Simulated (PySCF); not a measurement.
Numbering as in the mapped SMILES `[CH3:1][O:2][Si@:3]([NH2:4])([OH:5])[CH:6]([CH3:7])[CH3:8]`. Hydrogens are named by the atom that carries them.

- geometry: GFN2-xTB
- shielding tensors at PBE0/pcSseg-1 (GIAO)
- code: PySCF 2.14.0 with density-fitted response routines
- isolated molecule, rapidly exchanging positions averaged, one computed conformer, no relativistic terms

δ = σ(ref) − σ, references computed at the same level: 13C (σ = 186.93 ppm), 1H (σ = 31.72 ppm), 29Si (σ = 349.16 ppm) vs TMS; 17O (σ = 336.08 ppm) vs H2O; 15N (σ = 267.73 ppm) vs NH3.

```
atoms  nucleus  count  Hirshfeld charge  δ (ppm)
   C6      13C      1             -0.12     16.4
H(C7)       1H      3              0.04     0.95
   C7      13C      1             -0.12     18.7
H(O5)       1H      1              0.17        ?
   O5      17O      1             -0.32     46.2
H(C1)       1H      3              0.04     3.75
   N4      15N      1             -0.32        ?
   C1      13C      1             -0.04     52.5
H(C6)       1H      1              0.03     0.96
   C8      13C      1             -0.12     18.6
H(C8)       1H      3              0.04        ?
  Si3     29Si      1              0.49        ?
H(N4)       1H      2              0.12     0.62
   O2      17O      1             -0.24     16.8
```

Task: Fill in the missing shifts.

Result: 
- H(O5): 1.82 ppm, hydrogen on an oxygen bonded to Si; exchangeable, gas-phase position
- H(C8): 0.97 ppm, hydrogen on a methyl carbon
- Si3: -30.2 ppm, silicon bonded to C, N, 2 O
- N4: 23.2 ppm, nitrogen bonded to Si, 2 H

OH and NH positions are those of a molecule without intermolecular hydrogen bonds; in solution they move with solvent, concentration and temperature, and exchange usually removes their couplings. Shifts are as computed. Against solution values, carbons near 30 ppm lie about +3 ppm off and those near 130 ppm about +5 ppm. Of 1309 compounds with measured shifts, 239 miss one by over three times the rms of a fit or turn the order of signals round; such compounds aren't used in these exercises. Experimental scales use liquid or dissolved standards, which lie at an offset from isolated NH3 (liquid NH3: subtract about 20 ppm) and H2O (liquid H2O: subtract about 36 ppm).
